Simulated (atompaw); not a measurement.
tungsten: one change to a PAW (atompaw) potential, before and after

- Element: tungsten (W)
- Generator: atompaw 4.2.0.5
- Type: PAW
- Functional: PBE
- Relativity: scalar-relativistic
- Frozen core: [Xe] 4f14
- Valence charge: 6
- Reference configuration: 5d4 6s0 6p0 (charge +2)
- Partial waves: 6s (bound, empty): rc 3.00 bohr; 6s channel at 0.05 Ry: rc 3.00 bohr; 6p (bound, empty): rc 2.85 bohr; 6p channel at -0.3 Ry: rc 3.00 bohr; 5d (bound): rc 3.00 bohr; 5d channel at 2.6 Ry: rc 3.00 bohr
- Local potential: troulliermartins scheme with l = 3 at 1 Ry, radius 2.45 bohr
- Core correction: smooth core density matched at 2.40 bohr
- Augmentation charge: sinc compensation charge, radius 2.75 bohr; PAW radius 3.00 bohr; waves and projectors: custom polynom2 7 10 vanderbiltortho

Change: wave 6s channel at 0.05 Ry: rc 3.00 bohr becomes 6s channel at -1.28 Ry: rc 3.00 bohr.

Cutoffs: the cutoffs (Ry, on a coarse ladder) from which the occupation-weighted sum of valence levels, in a spherical-Bessel basis at the reference potential, stays within 10 and 1 mRy of its value at 400 Ry; they do not see the model core or the augmentation charge, which bear on the density cutoff.

Task: What does the change do?

Result: The potential gets neither clearly harder nor softer (18 Ry and 35 Ry → 18 Ry and 35 Ry); both files keep a bound ghost (p, s); the range in which the s phases agree widens (upper end -0.7 → 2.4).

```tsv
quantity	base	changed
cutoff, loose	18 Ry	18 Ry
cutoff, tight	35 Ry	35 Ry
bound ghosts	p, s	s, p
s: phases at 3.01 bohr within 0.05 rad from the reference energy up to (Ry; the scan ends near 5)	-0.7	2.4
p: phases at 3.01 bohr within 0.05 rad from the reference energy up to (Ry; the scan ends near 5)	3.4	3.4
d: phases at 3.01 bohr within 0.05 rad from the reference energy up to (Ry; the scan ends near 5)	-0.7	-0.7
lowest overlap eigenvalue by channel	s 0.78, p 0.54, d 0.98	s 0.52, p 0.54, d 0.98
```

 A true bound ghost makes a file unfit for plane-wave use even where its test errors are small: the radial tests pick states by their node count and pass the ghost by. The cutoffs see the waves, projectors and local potential, not the compensation charge or the core.
